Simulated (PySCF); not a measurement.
A calculated (PBE0, PySCF 2.14, x2c-TZVPPall, the spin-free X2C one-electron Hamiltonian (Gaussian nucleus)) atom or ion has these occupied shells.

| shell | electrons | orbital energy (eV) | rms radius, mean of both spins (bohr) |
| --- | --- | --- | --- |
| 1s α | 1 | -7065.6 | 0.0675 |
| 1s β | 1 | -7065.6 | 0.0675 |
| 2s α | 1 | -863.99 | 0.289 |
| 2s β | 1 | -860.95 | 0.289 |
| 2p α | 3 | -739.31 | 0.261 |
| 2p β | 3 | -736.69 | 0.261 |
| 3s α | 1 | -129.50 | 0.864 |
| 3s β | 1 | -121.92 | 0.864 |
| 3p α | 3 | -93.968 | 0.919 |
| 3p β | 3 | -85.801 | 0.919 |
| 3d α | 5 | -37.870 | 1.11 |
| 4p α | 1 | -18.274 | 2.99 |

**Question.** Name the element and its charge.

**Answer.** Fe²⁺ (iron, charge +2), in [Ar] 3d5 4p1, high-spin 7P determinant (an excited configuration).
